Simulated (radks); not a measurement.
Values are calculated unless marked as measured or tabulated.
Question: The mean radii <r> (bohr) of the occupied orbitals of an atom or ion are listed with their occupations. Level of theory: scalar-relativistic Kohn-Sham, LDA (Slater exchange, Perdew-Wang correlation), spin-unpolarised, spherical densities, finite nucleus; Fermi nuclear charge, rms radius of each element as measured or else 0.836 A^(1/3) + 0.57 fm (a radial shooting solver on a logarithmic mesh with Libxc functionals).

orbital  occ.      <r>
1s          2  0.01745
2s          2  0.07366
2p          6  0.06626
3s          2   0.1906
3p          6   0.1914
3d         10   0.1733
4s          2   0.4236
4p          6   0.4507
4d         10   0.4783
5s          2   0.9584
4f         14   0.5308
5p          6    1.085
5d          2    1.359
6p          1    2.329

Name the element and its charge.

Answer: Z = 77, iridium, charge +6: Ir6+ in [Xe] 4f14 5d2 6p1. The 1s radius gives Z: for a bare nucleus <r> = (2 gamma + 1)/(2Z) with gamma = sqrt(1 - (Z/c)^2), 0.01724 bohr for Z = 77, and screening makes it slightly larger (0.01745 here). The occupations add up to 71, and the charge is Z minus that.
